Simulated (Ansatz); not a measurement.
A nudged elastic band was laid between two geometries of a periodic cell of 17 atoms, Si$_{16}$Au (host Si, host structure diamond, interstitial Au).

Computed with DFT PBE, scalar-relativistic, plane waves, PAW in Ansatz. Settings: PAW set soft_1, cutoff 420 eV, k mesh 2x2x2, fermi-dirac smearing 0.05 eV, spin collinear.

```json
{
  "movable images": "3",
  "climbing image": "yes",
  "spring": "50.0 eV/Å²",
  "optimiser": "fire",
  "start path": "default",
  "force threshold": "0.05 eV/Å",
  "iteration limit": "50",
  "end points": "relaxed"
}
```

Initial state:

```xyz
17
Lattice="0.0000 5.4300 5.4300 5.4300 0.0000 5.4300 5.4300 5.4300 0.0000" Properties=species:S:1:pos:R:3
Si -0.102 0.149 -0.154
Si 1.282 1.532 1.428
Si 2.678 2.770 0.033
Si 4.090 4.183 1.241
Si 2.864 0.148 2.812
Si 4.316 1.599 3.824
Si 5.657 2.941 2.483
Si 6.898 4.182 4.051
Si -0.168 2.546 2.880
Si 1.284 3.997 3.891
Si 2.680 5.394 2.653
Si 3.921 6.635 4.220
Si 2.866 2.612 5.277
Si 4.248 3.996 6.858
Si 5.486 5.392 5.463
Si 6.899 6.803 6.671
Au 2.074 4.787 6.066
```

Final state:

```xyz
17
Lattice="0.0000 5.4300 5.4300 5.4300 0.0000 5.4300 5.4300 5.4300 0.0000" Properties=species:S:1:pos:R:3
Si -0.106 0.017 -0.110
Si 1.131 1.584 1.135
Si 2.698 2.822 -0.109
Si 4.118 4.028 1.295
Si 2.469 0.247 2.481
Si 3.928 1.257 3.925
Si 5.513 2.636 2.539
Si 6.888 4.220 3.928
Si -0.119 2.833 2.689
Si 1.296 4.037 4.099
Si 2.873 5.272 2.859
Si 4.106 6.848 4.100
Si 2.532 2.644 5.500
Si 3.913 4.228 6.882
Si 5.498 5.612 5.503
Si 6.959 6.615 6.949
Au 4.702 3.443 4.701
```

Problem. What changes between the two ends?

Solution. Contacts lost: Si1–Au17, Si5–Au17, Si10–Au17. Contacts made: Si6–Au17, Si8–Au17, Si15–Au17. The atom that moves furthest is Au17, by 3.25 Å.

Problem. What energy profile does the band end with?

Solution. The run ended unconverged. The highest image is number 3 of 0 to 4, 0.37 eV above the ends, which have the same energy within 2 meV. The band didn't meet its force threshold, so its energies are provisional: the largest band force was still 0.29 eV/Å, and over the last iterations the top stayed at 0.37 eV. Limits of this set-up: coarse k mesh.

| image | path coordinate (Å) | energy (eV) | Si1–Au17 (Å) | Si5–Au17 (Å) | Si10–Au17 (Å) |
| --- | --- | --- | --- | --- | --- |
| 0 | 0.00 | 0.00 | 2.45 | 2.45 | 2.45 |
| 1 | 1.23 | 0.29 | 2.65 | 2.71 | 2.57 |
| 2 | 2.44 | 0.04 | 3.49 | 3.38 | 2.58 |
| 3 | 3.66 | 0.37 | 4.29 | 4.04 | 2.89 |
| 4 | 4.89 | 0.00 | 3.54 | 4.49 | 3.51 |

Run time: 11 min on 2 threads of Arm Neoverse V2, with other jobs on the host, peak memory 1.3 GiB.
